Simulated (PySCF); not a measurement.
## Potential energy of TlS⁻ along the bond

Set-up: Tl def2-SVPD with ECP60, S def2-SVPD; scalar-relativistic core potentials (PySCF 2.14). Energies in eV from Tl + S⁻ in their ground configurations at the same level. State: ¹Σ⁺ (singlet), closed shell.

| R (Å) | r²SCAN |
| --- | --- |
| 2.090 | -2.269 |
| 2.187 | -2.884 |
| 2.284 | -3.225 |
| 2.357 | -3.350 |
| 2.430 | -3.391 |
| 2.503 | -3.367 |
| 2.600 | -3.263 |
| 2.722 | -3.053 |
| 2.867 | -2.736 |
| 3.062 | -2.274 |

Q: Put a parabola through the three lowest points of the r²SCAN curve and estimate Re, k and ωe (reduced mass 27.66 u; 1 eV/Å² = 0.16022 mdyn/Å; ωe = 1302.8·√(k/μ) cm⁻¹).

A: Through R = 2.357, 2.43, 2.503 Å the second-order coefficient is 6.10 eV/Å², so Re ≈ 2.440 Å, k ≈ 1.95 mdyn/Å and ωe ≈ 346 cm⁻¹. A polynomial fit of higher order to the unrounded r²SCAN energies gives Re = 2.437 Å, k = 1.88 mdyn/Å, ωe = 340 cm⁻¹; anharmonicity and rounding make the difference.

The higher-order fit for each curve: r²SCAN: Re = 2.437 Å, ωe = 340 cm⁻¹, De = 3.39 eV.

These are scalar-relativistic numbers at best; spin–orbit coupling would shift them, the dissociation energy most. For an ion De counts to the pair picked by the measured ionisation energies or electron affinities, which need not be the lowest pair at this level.
